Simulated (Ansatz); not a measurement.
Consider the substitution at a C–C bond: `C#CCOC=O` + `O[SiH3]` → `C#CO[SiH3]` + `COC=O`.

Program: Ansatz. Geometries: PBE0-D4/def2-TZVP. ΔE: electronic, gas phase. CCSD(T)/CBS adds triple-zeta CCSD(T) − MP2 to the extrapolated MP2 energy (def2 sets, frozen cores). DFT in def2-TZVPP. B3LYP here is the variant with VWN-RPA as its local correlation; programs differ in this. Each species was taken in one conformer, which may not be the lowest.

```json
{"level": "PBE-D4", "ΔE (kJ/mol)": "52.4"}
{"level": "r2SCAN-D4", "ΔE (kJ/mol)": "55.4"}
{"level": "PBE", "ΔE (kJ/mol)": "51.6"}
{"level": "r2SCAN", "ΔE (kJ/mol)": "55.0"}
{"level": "B3LYP", "ΔE (kJ/mol)": "51.6"}
{"level": "MP2/def2-TZVPP", "ΔE (kJ/mol)": "67.1"}
{"level": "CCSD(T)/def2-TZVPP", "ΔE (kJ/mol)": "63.4"}
{"level": "CCSD/CBS(def2)", "ΔE (kJ/mol)": "64.9"}
```

(1) What does CCSD(T)/CBS give? (Estimate.)

Largest T1 diagnostic among the species: 0.015.

Answers

(1) Ansatz gave: +65.7 kJ/mol. The listed levels differ from it by -13.3, -10.3, -14.1, -10.7, -14.1, 1.4, -2.3, -0.8 kJ/mol.

In def2-TZVPP, CCSD(T) changes the Hartree–Fock value by +11.3 kJ/mol (the triples alone add +0.8 kJ/mol) and MP2 by +15.0 kJ/mol.

CCSD(T)/CBS has its own doubt, a few kJ/mol and more with outer-core shells, so smaller differences from it don't rank the levels.
